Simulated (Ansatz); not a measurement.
Reaction (isomerisation): `COC1O[SiH2]1` → `O/C=C/[SiH2]O`

Program: Ansatz. Geometries: PBE0-D4/def2-TZVP. ΔE: electronic, gas phase. CCSD(T)/CBS adds triple-zeta CCSD(T) − MP2 to the extrapolated MP2 energy (def2 sets, frozen cores). Functionals use def2-TZVPP. Each species was taken in one conformer, which may not be the lowest.

Task: Is it downhill or uphill in electronic energy at CCSD(T)/CBS, and by how much? (Estimate.)

Result: Ansatz gave: Downhill: ΔE = -189.4 kJ/mol.

Task: What do these levels give: r2SCAN-D4, ωB97X-V, HF/def2-TZVPP, MP2/def2-TZVPP, CCSD/def2-TZVPP, HF/CBS(def2)? (An estimate is asked.)

Result: Ansatz gave: r2SCAN-D4 -179.6, ωB97X-V -172.3, HF/def2-TZVPP -209.1, MP2/def2-TZVPP -189.2, CCSD/def2-TZVPP -188.8, HF/CBS(def2) -208.4 kJ/mol.

Largest T1 diagnostic among the species: 0.014.

In def2-TZVPP, CCSD(T) changes the Hartree–Fock value by +23.2 kJ/mol (the triples alone add +2.9 kJ/mol) and MP2 by +19.9 kJ/mol. From PBE to PBE0 (25 % exact exchange), in def2-TZVPP and without D4, ΔE moves by −8.1 kJ/mol.
